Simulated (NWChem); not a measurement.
System: C₄H₅, doublet; SMILES C=C[C]=C

The following NWChem deck was run.

```
start job
memory heap 200 mb stack 900 mb global 1100 mb
geometry units angstroms noautoz
  C     -0.181840    -1.889449     0.000000
  C      0.151391    -0.628281     0.000000
  C      0.499929     0.679432     0.000000
  C     -0.382210     1.760229     0.000000
  H     -0.330052    -2.448775    -0.934029
  H     -0.330052    -2.448775     0.934029
  H      1.577624     0.893367     0.000000
  H     -1.463268     1.606746     0.000000
  H     -0.003055     2.783343     0.000000
end
basis spherical
  C library 6-31g*
  H library 6-31g*
end
dft
  odft
  mult 2
  xc pbe0
  iterations 150
end
tddft
  cis
  nroots 8
end
task tddft energy
```

Excerpt of the output:

```
             Northwest Computational Chemistry Package (NWChem) 7.3.0
             --------------------------------------------------------

 CS  symmetry detected

                             Geometry "geometry" -> ""
                             -------------------------

 Output coordinates in angstroms (scale by  1.889725989 to convert to a.u.)

  No.       Tag          Charge          X              Y              Z
 ---- ---------------- ---------- -------------- -------------- --------------
    1 C                    6.0000    -0.18716658    -1.88599938     0.00000000
    2 C                    6.0000     0.15020452    -0.62593257     0.00000000
    3 C                    6.0000     0.50303539     0.68062872     0.00000000
    4 C                    6.0000    -0.37554933     1.76431699     0.00000000
    5 H                    1.0000    -0.33721470    -2.44483561    -0.93402900
    6 H                    1.0000    -0.33721470    -2.44483561     0.93402900
    7 H                    1.0000     1.58142718     0.89102323     0.00000000
    8 H                    1.0000    -1.45710556     1.61438519     0.00000000
    9 H                    1.0000     0.00696371     2.78618026     0.00000000

 Effective nuclear repulsion energy (a.u.)      95.5376682508

      Symmetry information
      --------------------

 Group name             Cs
 Group number              2
 Group order               2
 No. of unique centers     8

                                 NWChem DFT Module
                                 -----------------

 Summary of "ao basis" -> "ao basis" (spherical)
 ------------------------------------------------------------------------------
       Tag                 Description            Shells   Functions and Types
 ---------------- ------------------------------  ------  ---------------------
 C                           6-31g*                  6       14   3s2p1d
 H                           6-31g*                  2        2   2s

      Symmetry analysis of basis
      --------------------------

        a'         48
        a"         18

            General Information
            -------------------
          SCF calculation type: DFT
          Wavefunction type:  spin polarized.
          No. of atoms     :     9
          No. of electrons :    29
           Alpha electrons :    15
            Beta electrons :    14
          Charge           :     0
          Spin multiplicity:     2
          Use of symmetry is: off; symmetry adaption is: on
          Maximum number of iterations: 150
          AO basis - number of functions:    66
                     number of shells:    34
          Convergence on energy requested:  1.00D-06
          Convergence on density requested:  1.00D-05
          Convergence on gradient requested:  5.00D-04

              XC Information
              --------------
                         PBE0 Method XC Functional
                     Hartree-Fock (Exact) Exchange  0.250
          PerdewBurkeErnzerhof Exchange Functional  0.750
            Perdew 1991 LDA Correlation Functional  1.000 local
           PerdewBurkeErnz. Correlation Functional  1.000 non-local

             Grid Information
             ----------------
          Grid used for XC integration:  medium
          Radial quadrature: Mura-Knowles
          Angular quadrature: Lebedev.
          Tag              B.-S. Rad. Rad. Pts. Rad. Cut. Ang. Pts.
          ---              ---------- --------- --------- ---------
          C                   0.70       49          11.0       434
          H                   0.35       45          12.0       434
          Grid pruning is: on
          Number of quadrature shells:   421
          Spatial weights used:  Erf1

      Superposition of Atomic Density Guess
      -------------------------------------

 Sum of atomic energies:        -153.13217929

      Non-variational initial energy
      ------------------------------

 Total energy =    -155.423465
 1-e energy   =    -393.080152
 2-e energy   =     142.119019
 HOMO         =      -0.124761
 LUMO         =       0.037645

   Symmetry analysis of molecular orbitals - initial alpha
   -------------------------------------------------------

  Numbering of irreducible representations:

     1 a'          2 a"

  Orbital symmetries:

     1 a'          2 a'          3 a'          4 a'          5 a'
     6 a'          7 a'          8 a'          9 a'         10 a"
    11 a'         12 a'         13 a"         14 a'         15 a"
    16 a'         17 a"         18 a'         19 a'         20 a'
    21 a'         22 a"         23 a'         24 a'         25 a'

   Symmetry analysis of molecular orbitals - initial beta
   ------------------------------------------------------

[...]

                                NWChem TDDFT Module
                                -------------------

            General Information
            -------------------
           No. of orbitals :     132
            Alpha orbitals :      66
             Beta orbitals :      66
        Alpha frozen cores :       0
         Beta frozen cores :       0
     Alpha frozen virtuals :       0
      Beta frozen virtuals :       0
         Spin multiplicity :       2
    Number of AO functions :      66
        Use of symmetry is : off
      Symmetry adaption is : on
         Schwarz screening :  0.10D-07

              XC Information
              --------------
                  PBE0 Method XC Functional
              Hartree-Fock (Exact) Exchange   0.25
   PerdewBurkeErnzerhof Exchange Functional   0.75
     Perdew 1991 LDA Correlation Functional   1.00 local
    PerdewBurkeErnz. Correlation Functional   1.00 non-local

             TDDFT Information
             -----------------
          Calculation type : Tamm-Dancoff TDDFT
         Wavefunction type : Unrestricted
          No. of electrons :      29
           Alpha electrons :      15
            Beta electrons :      14
              No. of roots :       8
          Max subspacesize :    5600
            Max iterations :     100
               Target root :       1
           Target symmetry : none
      Symmetry restriction : off
                 Algorithm : Optimal
        Davidson threshold :  0.10D-03

    8 smallest eigenvalue differences (eV)
--------------------------------------------------------
  No. Spin  Occ  Vir  Irrep   E(Occ)    E(Vir)   E(Diff)
--------------------------------------------------------
    1    1   15   16 a'       -0.196     0.024     5.984
    2    2   14   15 a'       -0.276    -0.054     6.041
    3    2   13   15 a"       -0.297    -0.054     6.616
    4    1   15   17 a"       -0.196     0.052     6.755
    5    1   14   16 a"       -0.280     0.024     8.257
    6    2   14   16 a"       -0.276     0.030     8.342
    7    2   13   16 a'       -0.297     0.030     8.917
    8    1   14   17 a'       -0.280     0.052     9.028
--------------------------------------------------------

  Entering Davidson iterations
  Unrestricted

  Iter   NTrls   NConv    DeltaV     DeltaE      Time
  ----  ------  ------  ---------  ---------  ---------
    1      8       0     0.24E+00   0.10+100        4.2
    2     16       0     0.20E+00   0.40E-01        5.1
    3     24       0     0.74E-01   0.62E-01        5.1
    4     32       0     0.33E-01   0.15E-01        5.1
    5     40       3     0.12E-01   0.29E-02        5.1
    6     45       4     0.33E-02   0.37E-03        3.5
    7     49       5     0.56E-03   0.17E-04        3.0
    8     52       8     0.98E-04   0.45E-06        2.4
  ----  ------  ------  ---------  ---------  ---------
  Convergence criterion met

  Ground state a"       -155.123379840825 a.u.
  <S2> =   0.7903

  ----------------------------------------------------------------------------
  Root   1         a'             0.141925645 a.u.                3.8620 eV
  <S2> =   0.8450
  ----------------------------------------------------------------------------
     Transition Moments    X  0.00000   Y  0.00000   Z  0.00672
     Dipole Oscillator Strength                    0.0000042782
     Electric Quadrupole                           0.0000000004
     Magnetic Dipole                               0.0000004928
     Total Oscillator Strength                     0.0000047713

     Occ.   13 alpha a"  ---  Virt.   16 alpha a'      -0.09540
     Occ.   15 alpha a"  ---  Virt.   16 alpha a'      -0.73749
     Occ.   14 beta  a'  ---  Virt.   15 beta  a"       0.65464
     Occ.   14 beta  a'  ---  Virt.   17 beta  a"       0.10391
  ----------------------------------------------------------------------------
  Root   2         a'             0.154619089 a.u.                4.2074 eV
  <S2> =   0.8330
  ----------------------------------------------------------------------------
     Transition Moments    X  0.00000   Y -0.00000   Z  0.00822
     Dipole Oscillator Strength                    0.0000069572
     Electric Quadrupole                           0.0000000029
     Magnetic Dipole                               0.0000000666
     Total Oscillator Strength                     0.0000070268

     Occ.   13 alpha a"  ---  Virt.   16 alpha a'      -0.06644
     Occ.   15 alpha a"  ---  Virt.   16 alpha a'      -0.66037
     Occ.   14 beta  a'  ---  Virt.   15 beta  a"      -0.73992
     Occ.   14 beta  a'  ---  Virt.   17 beta  a"      -0.08742
  ----------------------------------------------------------------------------
  Root   3         a"             0.155040887 a.u.                4.2189 eV
  <S2> =   0.8246
  ----------------------------------------------------------------------------
     Transition Moments    X  0.06056   Y -0.05030   Z -0.00000
     Dipole Oscillator Strength                    0.0006405534
     Electric Quadrupole                           0.0000000033
     Magnetic Dipole                               0.0000000087
     Total Oscillator Strength                     0.0006405653

[...]
```

Level: PBE0/6-31G* (spherical d), spin-unrestricted, TDA. In the optimisation the excess spin sits in a" (Cs, its own frame). Coordinates come from a PBE0/def2-SVP, spin-unrestricted optimisation. No stability test was run on the SCF state.
